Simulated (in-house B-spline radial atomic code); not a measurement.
Ionisation energies along the 8-electron series, configuration [He] 2s2 2p4, as differences of self-consistent energies. Dirac energy differences include first-order Breit, QED and recoil terms. NIST's values go from ground level to ground level; the uncertainty of those that are theory runs from under 0.1 % in few-electron ions to several per cent in heavy many-electron ones. Computed with a radial B-spline atomic code at the basis-set limit: Dirac-Hartree-Fock, average of the configuration, finite nuclei.

```tsv
ion	configuration after	ionisation energy (eV)	IE/(q+1)² (eV)	Breit and QED recoil part (eV)	tabulated value (eV)	tabulated kind	computed minus tabulated (eV)
Ge24+	[He] 2s2 2p3	2447.9	3.9167	-1.5741	2439	semi-empirical	9
As25+	[He] 2s2 2p3	2636.1	3.8995	-1.7549	2626	semi-empirical	10
Se26+	[He] 2s2 2p3	2831.3	3.8838	-1.9488	2820	semi-empirical	11
Br27+	[He] 2s2 2p3	3033.6	3.8694	-2.1573	3021	semi-empirical	13
Kr28+	[He] 2s2 2p3	3243.0	3.8561	-2.3798	3228	semi-empirical	15
Rb29+	[He] 2s2 2p3	3459.5	3.8438	-2.6178	3443	semi-empirical	16
Sr30+	[He] 2s2 2p3	3683.1	3.8326	-2.8713	3664	semi-empirical	19
Zr32+	[He] 2s2 2p3	4151.9	3.8126	-3.4278	4127	semi-empirical	25
Nb33+	[He] 2s2 2p3	4397.1	3.8037	-3.7316	4369	semi-empirical	28
Mo34+	[He] 2s2 2p3	4649.5	3.7955	-4.0531	4618	semi-empirical	32
Tc35+	[He] 2s2 2p3	4909.2	3.788	-4.3937	4874	semi-empirical	35
Ru36+	[He] 2s2 2p3	5176.2	3.781	-4.7528	5136	semi-empirical	40
Rh37+	[He] 2s2 2p3	5450.6	3.7746	-5.1321	5406	semi-empirical	45
Pd38+	[He] 2s2 2p3	?	?	?	?	semi-empirical	?
Ag39+	[He] 2s2 2p3	6021.3	3.7633	-5.9519	5966	semi-empirical	55
Cd40+	[He] 2s2 2p3	6317.8	3.7584	-6.3934	6257	semi-empirical	61
In41+	[He] 2s2 2p3	6621.7	3.7538	-6.8577	6554	semi-empirical	68
Sn42+	[He] 2s2 2p3	6933.2	3.7497	-7.3446	6859	semi-empirical	74
Sb43+	[He] 2s2 2p3	?	?	?	?	tabulated theory	?
Te44+	[He] 2s2 2p3	?	?	?	?	tabulated theory	?
I45+	[He] 2s2 2p3	7912.7	3.7395	-8.9501	7811	tabulated theory	102
Xe46+	[He] 2s2 2p3	8254.4	3.7367	-9.5354	8144	tabulated theory	110
Cs47+	[He] 2s2 2p3	8603.9	3.7343	-10.148	8484	tabulated theory	120
```

(1) Fill in the row of Pd38+.

(2) Fill in the row of Sb43+.

(3) Fill in the row of Te44+.

Where a p, d or f electron is removed, the computed value is a mean over both j, so it misses the tabulated one by a part of the spin-orbit splitting; averaging over terms and missing correlation add to the gap, relatively most at low charge.

Answers

(1) ionisation energy (eV): 5732.3; IE/(q+1)² (eV): 3.7687; Breit and QED recoil part (eV): -5.5314; tabulated value (eV): 5683; computed minus tabulated (eV): 49.

(2) ionisation energy (eV): 7252.1; IE/(q+1)² (eV): 3.7459; Breit and QED recoil part (eV): -7.8554; tabulated value (eV): 7167; computed minus tabulated (eV): 85.

(3) ionisation energy (eV): 7578.6; IE/(q+1)² (eV): 3.7425; Breit and QED recoil part (eV): -8.3898; tabulated value (eV): 7485; computed minus tabulated (eV): 94.
